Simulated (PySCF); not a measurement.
## Gas-phase thermal properties of MgH

Method: PySCF energies (xtb for GFN2) plus ideal-gas RRHO corrections (1 bar). Table values come from the NASA 1993 polynomials. 6-31G* has spherical d functions here. Open shells (unrestricted): MgH (multiplicity 2). GFN2 has no spin-polarisation term. B3LYP is the form with VWN-RPA correlation. The harmonic model lacks anharmonicity and excited electronic states, which grow with temperature; levels with a mode under 35 cm⁻¹ are left out. The table's entry may be an old estimate for MgH (not checked at source).

| level | point group | σ | ZPE (kJ/mol) | S°298 (J/mol/K) | Cp298 (J/mol/K) | S°1000 (J/mol/K) | H1000 − H298 (kJ/mol) |
|---|---|---|---|---|---|---|---|
| table | - | - | - | 193.2 | 29.6 | 232.3 | 23.2 |
| B3LYP/6-31G* | C∞v | 1 | 8.6 | 193.3 | 29.5 | 232.0 | 22.9 |
| GFN2-xTB | C∞v | 1 | 5.6 | 194.5 | 31.0 | 235.7 | 24.3 |
| HF/6-31G* | C∞v | 1 | 9.2 | 193.2 | 29.4 | 231.6 | 22.7 |
| PBE/def2-SVP | C∞v | 1 | 8.3 | 193.3 | 29.6 | 232.2 | 23.0 |
| PBE0/def2-TZVP | C∞v | 1 | 8.8 | 193.1 | 29.5 | 231.8 | 22.8 |
σ: rotational symmetry number. Electronic degeneracy used: 2. Frequencies are unscaled.
